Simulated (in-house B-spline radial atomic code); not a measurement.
# B97-1 excitations of N IV (N3+)

Method: B97-1. Computed with an all-electron radial atomic-structure program (B-spline basis): linear response of the closed shell [He] 2s2 with the functional's adiabatic kernel; non-relativistic, point nucleus, no spin-orbit coupling, no double excitations, S, P, D and F terms only.

Command:
```bash
python run_td.py task.json out
```
Settings (radii: box in bohr, nucleus in fm):
```
Z                        7
electrons                4
configuration            [He] 2s2
hamiltonian              nr
method                   b97_1
box_radius               23.08
intervals                49
```

Run time, properties included: 0.1 s on 1 thread of Arm Neoverse N1, on a shared host.

The lowest states, in the order of their Tamm-Dancoff energies; the method's threshold (minus the highest occupied level) is 69.82 eV. Labels give the largest channel, * marks a mixed state, and oscillator strengths are full-response dipole values. Semilocal kernels can invert the small singlet-triplet splittings of Rydberg terms. Energies in eV:

```json
{"state": "2s → 2p 3P", "full response": "6.894", "Tamm-Dancoff": "7.718", "oscillator strength": "-"}
{"state": "2s → 2p 1P", "full response": "15.093", "Tamm-Dancoff": "15.870", "oscillator strength": "0.599"}
{"state": "2s → 3s 3S", "full response": "45.08", "Tamm-Dancoff": "45.10", "oscillator strength": "-"}
{"state": "2s → 3s 1S", "full response": "46.62", "Tamm-Dancoff": "46.64", "oscillator strength": "-"}
{"state": "2s → 3p 3P", "full response": "48.06", "Tamm-Dancoff": "48.08", "oscillator strength": "-"}
{"state": "2s → 3p 1P", "full response": "?", "Tamm-Dancoff": "?", "oscillator strength": "?"}
{"state": "2s → 3d 3D", "full response": "50.08", "Tamm-Dancoff": "50.10", "oscillator strength": "-"}
{"state": "2s → 3d 1D", "full response": "50.65", "Tamm-Dancoff": "50.66", "oscillator strength": "-"}
{"state": "2s → 4s 3S", "full response": "57.96", "Tamm-Dancoff": "57.96", "oscillator strength": "-"}
{"state": "2s → 4s 1S", "full response": "?", "Tamm-Dancoff": "?", "oscillator strength": "-"}
{"state": "2s → 4p 3P", "full response": "59.04", "Tamm-Dancoff": "59.05", "oscillator strength": "-"}
{"state": "2s → 4p 1P", "full response": "59.10", "Tamm-Dancoff": "59.10", "oscillator strength": "0.0854"}
{"state": "2s → 4d 3D", "full response": "59.75", "Tamm-Dancoff": "59.75", "oscillator strength": "-"}
{"state": "2s → 4d 1D", "full response": "59.98", "Tamm-Dancoff": "59.98", "oscillator strength": "-"}
{"state": "2s → 4f 3F", "full response": "60.33", "Tamm-Dancoff": "60.34", "oscillator strength": "-"}
{"state": "2s → 4f 1F", "full response": "60.57", "Tamm-Dancoff": "60.57", "oscillator strength": "-"}
```

**Question.** Where does 2s → 3p 1P lie?

**Answer.** At 48.54 eV in full response, 48.54 eV in Tamm-Dancoff, oscillator strength 0.315.

**Question.** Where does 2s → 4s 1S lie?

**Answer.** At 58.32 eV in full response, 58.32 eV in Tamm-Dancoff.

**Question.** How large is the singlet-triplet splitting of 2s → 2p (P terms) in Tamm-Dancoff?

**Answer.** 8.15 eV, from the unrounded values.

**Question.** What polarisabilities and dispersion coefficient does the method give?

**Answer.** Dipole 2.133 bohr³, quadrupole 1.458 bohr⁵, C6 2.121 hartree·bohr⁶ for two such species.
